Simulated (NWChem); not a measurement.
MgSiH₃Cl; SMILES [Cl][Mg][SiH3]

```xyz
6

Mg    -0.0505    -0.3079     0.0001
Cl    -0.3971    -2.4917    -0.0004
Si     0.3495     2.2243     0.0006
H     -0.9292     2.9956    -0.1459
H      1.2454     2.6544    -1.1236
H      0.9945     2.6934     1.2716
```
Atoms are numbered in this order, from 1.

Level: PBE0/def2-SVP (NWChem), optimised geometry, unscaled harmonic frequencies. 

Task: List the harmonic frequencies with IR intensities, and the thermochemistry.

Result: 
```
frequency (cm⁻¹)  IR intensity (km/mol)
----------------  ---------------------
101                                28.5
101                                28.5
262                                 0.8
400                                 1.1
400                                 1.1
541                                79.5
840                               254.0
935                                40.4
935                                40.4
2193                               68.0
2203                               87.2
2203                               87.1
```

| Item | Result |
|---|---|
| zero-point energy | 15.9 kcal/mol |
| thermal correction to the enthalpy at 298.15 K (with zero-point energy) | 20.1 kcal/mol |
| heat capacity Cv | 17.2 cal/(mol K) |
| entropy at 298.15 K and 1 atm (symmetry number 3) | 73.8 cal/(mol K) |
| dipole moment | 1.38 D |

Rigid rotor and harmonic oscillator.
